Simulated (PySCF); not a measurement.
A GIAO shielding run with PySCF 2.14 (density fitting, non-relativistic, gas phase) on SMILES CCCCOC(C)=O, C₆H₁₂O₂:

```
{"job": {"kind": "nmr", "xc": "PBE0", "basis": "pcSseg-1"}, "charge": 0, "multiplicity": 1}
C     -2.853712    -0.222036     0.254762
C     -2.104231     0.972404    -0.324519
C     -0.600152     0.918697    -0.062720
C      0.080061    -0.248443    -0.774428
O      1.501320    -0.159909    -0.661202
C      2.059498    -0.675854     0.438432
C      3.556870    -0.509855     0.411500
O      1.441387    -1.214550     1.318122
H     -3.927237    -0.067311     0.175092
H     -2.603191    -0.354528     1.304472
H     -2.603944    -1.136265    -0.276784
H     -2.493783     1.887688     0.125898
H     -2.284809     1.029753    -1.400471
H     -0.137751     1.846667    -0.408164
H     -0.417371     0.826942     1.009875
H     -0.127615    -0.226420    -1.846622
H     -0.245845    -1.200873    -0.346688
H      3.845168     0.186553    -0.368913
H      4.011373    -1.479877     0.220702
H      3.898815    -0.162102     1.382584
```

Hardware: 1 thread of an Arm Neoverse V2, shared host. The job also computes population analyses, field gradients.

Question: How large is the calculation?

Answer: 64 electrons, 196 basis functions and 1012 auxiliary functions.

Question: How long does it take?

Answer: 31 s of wall time, with 14 SCF cycles and 5 response iterations. Times on a shared host scatter by some tens of per cent.
